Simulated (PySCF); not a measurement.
# Bond lengths and vibrations by method: BGeH3NO anion

All numbers below are calculated, not measured. They come from PySCF 2.14.0, an open-source quantum chemistry program, on an isolated molecule that a program drew, which may never have been made. The molecule is BGeH3NO anion (charge -1, singlet), drawn as the SMILES string `B=[N][GeH-][OH]`.

The geometry was optimised and harmonic frequencies were computed with HF and MP2, all in the aug-cc-pVDZ basis, for the commonest isotopes, with a restricted reference for singlets and an unrestricted one otherwise, and a frozen core in MP2. Germanium has the aug-cc-pVDZ-PP basis, with a core potential (ECP10MDF) in place of its 10 inner electrons, and its 3s, 3p and 3d shells are frozen in MP2. Each result is a local minimum of its method.

Geometry at the HF minimum:
```xyz
7
BGeH3NO anion, angstrom
B    -0.6663   -0.0398    0.7643
N    -0.5876   -0.1229   -0.4647
Ge   -0.3885   -0.5243   -2.3836
O    -2.1184   -0.0089   -2.8903
H    -0.7437    0.0456    1.9358
H     0.3385    0.8957   -2.7016
H    -2.3625    0.7954   -2.4637
```

Lengths of the bonds as drawn, in Å (atoms numbered as above):
```
  bond     HF    MP2
 B1-N2  1.234  1.276
N2-Ge3  1.971  2.003
Ge3-O4  1.875  1.924
 B1-H5  1.177  1.185
Ge3-H6  1.627  1.631
 O4-H7  0.943  0.969
```

Rotational constants, in GHz:
```
constant     HF    MP2
       A  10.24  9.739
       B  3.125  3.003
       C  2.465  2.363
```

Harmonic frequencies in cm^-1, each column in rising order, so a row needn't be the same motion in every method:
```
rank    HF   MP2
   1   118   102
   2   173   163
   3   234   218
   4   340   316
   5   396   375
   6   570   526
   7   753   647
   8   784   675
   9   790   684
  10   807   730
  11   954   892
  12  1721  1714
  13  1965  1731
  14  2903     ?
  15  4173  3803
```

**Estimate the missing MP2 frequency from the HF column.**

A single factor s that minimises the squared misfit of MP2 against s times HF over the other rows is sum(HF x MP2) / sum(HF^2) = 0.9140, with an rms misfit of 46 cm^-1. For rank 14 it gives 0.9140 x 2903 = 2653 cm^-1. The calculation gives 2820 cm^-1, 167 cm^-1 above the estimate. The drawn bonds are on average 1.9 % longer in MP2 than in HF.
